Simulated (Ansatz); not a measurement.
```yaml
crystal:
  periodic: [false, false, false]
  atoms:
    - {symbol: C, position_ang: [-0.552458, 1.338807, 0.506459]}
    - {symbol: D, position_ang: [0.213226, 0.228739, 0.140344]}
    - {symbol: In, position_ang: [-0.424966, -1.474353, -0.737141]}
    - {symbol: O, position_ang: [1.096637, -2.743050, -1.043100]}
    - {symbol: H, position_ang: [0.118715, 2.081397, 0.954813]}
    - {symbol: H, position_ang: [-1.321634, 1.100070, 1.252681]}
    - {symbol: H, position_ang: [-1.046372, 1.818323, -0.348846]}
    - {symbol: H, position_ang: [1.916853, -2.349943, -0.725221]}
basis:
  gaussian: {orbitals: def2-TZVP, final_grid: {core_spheres: 5, valence_spheres: 4, degree: 11}, nuclear_model: gaussian}
magnetization: {spin_polarized: true, initial_magnetization: 1}
hamiltonian: {xc: {name: B97M-V}}
accuracy: high
output: {forces: true}
```

```sh
$ ansatz run in.yaml --threads 4 --pin off --events-out ev --progress --plain --max-ram 10444MiB
```

It prints (some lines left out):

```
Error: YAML parse error: error: line 5 column 16: `D` is not an element symbol (H … Og, case-exact)
 --> <input>:5:16
3 |   atoms:
4 |     - {symbol: C, position_ang: [-0.552458, 1.338807, 0.506459]}
5 |     - {symbol: D, position_ang: [0.213226, 0.228739, 0.140344]}
6 |     - {symbol: In, position_ang: [-0.424966, -1.474353, -0.737141]}
7 |     - {symbol: O, position_ang: [1.096637, -2.743050, -1.043100]}
```

Q: Something in this input is off. What?

A: An element symbol is wrong. The input was rejected before any iteration.
